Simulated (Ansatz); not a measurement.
Al11Sb10F3: single points at one geometry.

```yaml
crystal:
  periodic: [false, false, false]
  atoms:
    - {symbol: Al, position_ang: [-3.124868, -0.213998, 1.199109]}
    - {symbol: Al, position_ang: [-2.376093, -0.365422, -1.591879]}
    - {symbol: Al, position_ang: [-3.584627, 2.442730, -0.017355]}
    - {symbol: Al, position_ang: [0.016776, -2.222271, -2.314236]}
    - {symbol: Al, position_ang: [-2.052937, -3.246531, -0.561120]}
    - {symbol: Al, position_ang: [1.887731, -2.617980, 0.558685]}
    - {symbol: Al, position_ang: [-0.519883, 1.884626, -0.755476]}
    - {symbol: Al, position_ang: [1.794981, -0.529939, -1.621655]}
    - {symbol: Al, position_ang: [-0.482875, -0.869989, 0.464977]}
    - {symbol: Al, position_ang: [1.617898, 2.269413, 1.413115]}
    - {symbol: Al, position_ang: [3.975704, 0.386072, 0.430207]}
    - {symbol: F, position_ang: [-1.552427, 1.196419, -2.142417]}
    - {symbol: F, position_ang: [1.434991, 3.923653, 1.720418]}
    - {symbol: F, position_ang: [5.167142, 1.482093, -0.049653]}
    - {symbol: Sb, position_ang: [-4.883076, 0.356962, -0.691980]}
    - {symbol: Sb, position_ang: [-2.322546, -2.538295, 1.964440]}
    - {symbol: Sb, position_ang: [0.370407, -4.352555, -0.774669]}
    - {symbol: Sb, position_ang: [-2.575881, -2.448672, -3.090888]}
    - {symbol: Sb, position_ang: [-1.233069, 1.679244, 2.075565]}
    - {symbol: Sb, position_ang: [1.066302, -1.251322, 2.690155]}
    - {symbol: Sb, position_ang: [1.990736, 2.115219, -1.303822]}
    - {symbol: Sb, position_ang: [-1.695117, 4.067669, 0.349996]}
    - {symbol: Sb, position_ang: [3.955399, -1.892341, -0.889389]}
    - {symbol: Sb, position_ang: [3.100030, 0.731515, 2.910174]}
basis:
  gaussian: {orbitals: def2-SVP, initial_orbitals: start.molden}
correlation: {method: mp2}
scf: {omitted_lower_state_checks: [starts]}
output: {orbitals: {seedname: orbitals}}
```

The file start.molden holds the orbitals of an earlier run on this structure, at another level or in another basis.

```sh
$ ansatz run in.yaml --threads 4 --pin off --events-out ev --progress --plain --max-ram 46080MiB --backend cuda --devices 0, --max-vram 37GiB
```

Output, abridged:

```
Functional definition: HF
5456 factors; integrals over basis functions are off by at most 6.8e-4 eV
mean field evaluation 1: about -145621.8784 eV, gradient 6.8e1 eV
mean field evaluation 2: about -145625.8937 eV, gradient 5.1e0 eV
mean field evaluation 4: about -145626.9838 eV, gradient 1.7e0 eV
mean field evaluation 8: about -145626.9965 eV, gradient 2.3e-4 eV
mean field -145626.99650719 eV, -5351.6934121157 hartree, gradient 3.2e-6 eV, S^2 0.000000; 0 other end points of the search recorded, 0 dependent functions left out
98 core orbitals not correlated: weight in the atoms' cores, before any rotation towards them, 1.000 or more for the frozen orbitals, at most 0.000 for the correlated occupied ones
reference -145626.99650719 eV, -5351.6934121157 hartree; 102, 102 occupied and 300, 300 virtual orbitals, 5456 factors
second order -68.99384850 eV of doubles, -0.00000000 eV of singles
Total energy: -145695.99035569 eV, -5354.2288892825 hartree
Checks for a lower state left out: starts
```

It took 7.5 s on 4 threads of AMD EPYC 7R13 on a shared host and a share (37 GiB) of an NVIDIA H100 80GB HBM3, peak host memory 1.4 GiB.

The first input with `gaussian: {orbitals: def2-TZVP, fitting: {mean_field: def2-universal-jkfit}, initial_orbitals: start.molden}`, `hamiltonian: {xc: {name: BLYP}, dispersion: d4}` and without the key `correlation` (abridged; 6.5 s):

```
Functional definition: BLYP
mean field -146110.90556461 eV, -5369.4767419705 hartree, gradient 1.5e-5 eV, S^2 0.000000
Total energy: -146117.90514997 eV, -5369.7339719880 hartree
Checks for a lower state left out: starts
```

The first input with `gaussian: {orbitals: def2-TZVP, fitting: {mean_field: def2-universal-jkfit}, initial_orbitals: start.molden}`, `hamiltonian: {xc: r2scan, dispersion: d4}` and without the key `correlation` (abridged; 8 s):

```
Functional definition: r2SCAN
mean field -146143.71848596 eV, -5370.6825945886 hartree, gradient 2.9e-5 eV, S^2 0.000000
Total energy: -146144.60512306 eV, -5370.7151779011 hartree
Checks for a lower state left out: starts
```

The first input with `gaussian: {orbitals: def2-TZVP, fitting: {mean_field: def2-universal-jkfit}, initial_orbitals: start.molden}`, `hamiltonian: {xc: pbe, dispersion: d4}`, `output: {forces: true, orbitals: {seedname: orbitals}}` and without the key `correlation` (abridged; 9 s):

```
Functional definition: PBE
mean field -146080.38615950 eV, -5368.3551745197 hartree, gradient 1.8e-5 eV, S^2 0.000000
Total energy: -146083.96647220 eV, -5368.4867485845 hartree
Atom 0 force     0.024489     0.069452     0.002547 eV/Å
Atom 1 force     0.077173     0.109146     0.192433 eV/Å
Atom 2 force     0.065210    -0.056664     0.020790 eV/Å
Atom 3 force     0.022311     0.073293     0.020170 eV/Å
Atom 4 force    -0.037576     0.043597     0.015874 eV/Å
Atom 5 force    -0.039045     0.043665    -0.006869 eV/Å
Atom 6 force    -0.130714    -0.083877     0.066759 eV/Å
Atom 7 force    -0.083790    -0.013792     0.074511 eV/Å
Atom 8 force     0.056182     0.053101    -0.115621 eV/Å
Atom 9 force    -0.121169     0.031773    -0.007745 eV/Å
Atom 10 force     0.008136     0.040128    -0.036822 eV/Å
Atom 11 force     0.020685     0.011439    -0.111523 eV/Å
Atom 12 force     0.006447     0.009094     0.000733 eV/Å
Atom 13 force    -0.014151    -0.007016     0.006651 eV/Å
Atom 14 force    -0.159802    -0.133655    -0.095145 eV/Å
Atom 15 force     0.078824    -0.048786     0.073112 eV/Å
Atom 16 force     0.042742    -0.076947     0.025670 eV/Å
Atom 17 force    -0.088630    -0.058922    -0.120366 eV/Å
Atom 18 force     0.047928    -0.090332    -0.040638 eV/Å
Atom 19 force    -0.098646     0.084833    -0.018601 eV/Å
Atom 20 force     0.077786     0.051148    -0.074874 eV/Å
Atom 21 force     0.092375     0.132041     0.041408 eV/Å
Atom 22 force     0.098936    -0.127765    -0.071905 eV/Å
Atom 23 force     0.054298    -0.054952     0.159450 eV/Å
Dipole moment:    -1.494560    -0.130876    -0.164147 e Å
Checks for a lower state left out: starts
```

The first input with `gaussian: {orbitals: def2-TZVP, fitting: {mean_field: def2-universal-jkfit}, initial_orbitals: start.molden}`, `hamiltonian: {xc: pbe0, dispersion: d4}` and without the key `correlation` (abridged; 16 s):

```
Functional definition: PBE0
mean field -146089.32799988 eV, -5368.6837810927 hartree, gradient 2.6e-5 eV, S^2 0.000000
Total energy: -146092.60413738 eV, -5368.8041769251 hartree
Checks for a lower state left out: starts
```

As the first input, with `gaussian: {orbitals: def2-SVP, fitting: {mean_field: def2-universal-jkfit}, initial_orbitals: start.molden}`, `hamiltonian: {xc: pbe0, dispersion: d4}` and without the key `correlation` (abridged; 5 s):

```
Functional definition: PBE0
mean field -146052.43596432 eV, -5367.3280237922 hartree, gradient 6.9e-5 eV, S^2 0.000000
Total energy: -146055.71209781 eV, -5367.4484194771 hartree
Checks for a lower state left out: starts
```

First input, but with `gaussian: {orbitals: STO-3G}`, `hamiltonian: {xc: hf}` and without the key `correlation` (abridged; 5.5 s):

```
Functional definition: HF
mean field -1780654.50859145 eV, -65437.8462197599 hartree, gradient 1.3e-5 eV, S^2 0.000000
Total energy: -1780654.50859145 eV, -65437.8462197599 hartree
Checks for a lower state left out: starts
```

Geometry: r2SCAN-D4/def2-SVP.

In the def2 sets Sb takes a core potential, while STO-3G treats all electrons; there is no spin–orbit coupling. Correlated methods freeze 98 core orbitals; core or outer-core shells of Sb are correlated, in sets that lack core-valence functions. Single mean-field runs in def2-SVP, def2-TZVP are fitted with def2-universal-jkfit.
